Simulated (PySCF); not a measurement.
# Worked example: oscillator strength and radiative lifetime

C₂HCl₃, SMILES ClC=C(Cl)Cl.

Coordinates come from a PBE0-D3(BJ)/def2-SVP optimisation.

TDA-PBE/def2-SVPD in PySCF puts the first singlet state with f over 0.02 at 5.99 eV (vertical), with the transition dipole (0.517, 1.426, 0.000) in atomic units.

Task: Find the oscillator strength, the wavelength and the radiative lifetime that this transition would have in vacuum if emission retraced absorption.

Result: 
|μ|² = 2.3008 au, so |μ| = 3.86 D. ΔE = 5.99/27.211 = 0.2201 hartree. f = (2/3) ΔE |μ|² = 0.338 (the program prints 0.338).
λ = 1239.84/5.99 = 207 nm; ν = 48313 cm⁻¹.
Einstein's coefficient A = 0.6670 ν² f s⁻¹ (ν in cm⁻¹) = 5.3e8 s⁻¹, so τ = 1/A = 1.9 ns. This state is S4; the lower singlets have f = 0.000, 0.000, 0.000. The figure is the radiative limit of this one transition; relaxation, internal conversion, crossing to triplets and a medium change what is measured.
